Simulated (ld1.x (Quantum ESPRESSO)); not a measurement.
Reading a pseudo-wave (Rh)

Columns: radius, all-electron u(r) and pseudo u(r) of the 4d shell (level -9.62 eV) of rhodium in the configuration [Kr] 4d8 5s0.5 5p0; PBEsol, scalar-relativistic, TM scheme, ld1.x (Quantum ESPRESSO) 7.5.

| r (bohr) | all-electron | pseudo |
| --- | --- | --- |
| 0.178 | 0.3699 | -0.0139 |
| 0.355 | 0.2669 | -0.0996 |
| 0.533 | -0.1750 | -0.2818 |
| 0.710 | -0.5440 | -0.5171 |
| 0.888 | -0.7559 | -0.7293 |
| 1.065 | -0.8366 | -0.8534 |
| 1.243 | -0.8363 | -0.8780 |
| 1.420 | -0.7925 | -0.8308 |
| 1.598 | -0.7286 | -0.7508 |
| 1.775 | -0.6585 | -0.6668 |
| 1.953 | -0.5884 | -0.5901 |
| 2.130 | -0.5226 | -0.5226 |
| 2.308 | -0.4617 | -0.4617 |
| 2.485 | -0.4070 | -0.4070 |
| 2.662 | -0.3580 | -0.3580 |
| 2.840 | -0.3141 | -0.3141 |
| 3.018 | -0.2752 | -0.2752 |
| 3.195 | -0.2410 | -0.2410 |
| 3.373 | -0.2107 | -0.2107 |
| 3.550 | -0.1843 | -0.1843 |
| 3.728 | -0.1609 | -0.1609 |
| 3.905 | -0.1405 | -0.1405 |
| 4.083 | -0.1226 | -0.1226 |
| 4.260 | -0.1070 | -0.1070 |
| 4.438 | -0.0933 | -0.0933 |
| 4.615 | -0.0813 | -0.0813 |

How many radial nodes do the two functions have?

The all-electron 4d function has n − l − 1 = 1; the pseudo-wave has 0, since the states of the same l below it are removed with the core.

At about which radius was the pseudo-wave matched?

2.30 bohr, where the columns begin to agree (steps of 0.18 bohr).

Is the pseudo-wave norm-conserving?

Yes: the TM scheme keeps the norm inside the radius equal to the all-electron one, which fixes the energy derivative of the logarithmic derivative at the level.
